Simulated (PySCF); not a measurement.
# A small calculation by hand: oscillator strength and radiative lifetime

C2H10OSi2, SMILES COC[SiH2][SiH3].

Coordinates come from a B3LYP-D3(BJ)/def2-SVP optimisation. The values are those of a single conformer.

TDDFT-ωB97X/def2-SVPD (PySCF) puts the first singlet state with f over 0.02 at 7.42 eV (vertical), with the transition dipole (-0.075, 0.367, 0.292) in atomic units.

Q: Find the oscillator strength, the wavelength and the radiative lifetime that this transition would have in vacuum if emission retraced absorption.

A: 
|μ|² = 0.2256 au, so |μ| = 1.21 D. ΔE = 7.42/27.211 = 0.2727 hartree. f = (2/3) ΔE |μ|² = 0.041 (the program prints 0.041).
λ = 1239.84/7.42 = 167 nm; ν = 59846 cm⁻¹.
Einstein's coefficient A = 0.6670 ν² f s⁻¹ (ν in cm⁻¹) = 9.8e7 s⁻¹, so τ = 1/A = 10 ns. This state is S2; the lower singlet has f = 0.015. The figure is the radiative limit of this one transition; relaxation, internal conversion, crossing to triplets and a medium change what is measured.
